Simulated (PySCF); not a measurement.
CH₃AlF₂S, SMILES C[S][Al]([F])[F].

Geometry: B3LYP-D3(BJ)/def2-SVP. The structure was generated by enumeration; whether it is a known compound was not checked. One conformer was computed; it need not be the lowest.

Two levels are set side by side: PBE/def2-TZVP (PySCF) and CAM-B3LYP/def2-TZVP (PySCF). Same geometry, gas phase. Differences are taken from unrounded values.

| quantity | PBE |
|---|---|
| orbital gap (eV) | 4.57 |
| highest occupied level (eV) | -6.45 |
| lowest empty level (eV) | -1.89 |
| dipole moment (D) | 2.25 |
| mean polarisability (bohr³) | 54.8 |

Task: These are the PBE values. What does CAM-B3LYP give? (Estimate from the structure and the level; the computed values follow.)

Result: 
```
quantity                     CAM-B3LYP  PBE minus CAM-B3LYP
---------------------------  ---------  -------------------
orbital gap (eV)                  8.82                -4.26
highest occupied level (eV)      -8.98                 2.52
lowest empty level (eV)          -0.15                -1.73
dipole moment (D)                 2.22                 0.03
mean polarisability (bohr³)       51.6                  3.2
```

Without exact exchange PBE keeps part of each electron's self-repulsion, which lifts occupied levels and narrows the gap. Loosely held outer electrons make PBE densities more polarisable. Differences between two approximate levels are no errors against the true value.

Rough cost on one machine, each run with all the roots and properties that it gave: CAM-B3LYP against PBE within a factor of 2.
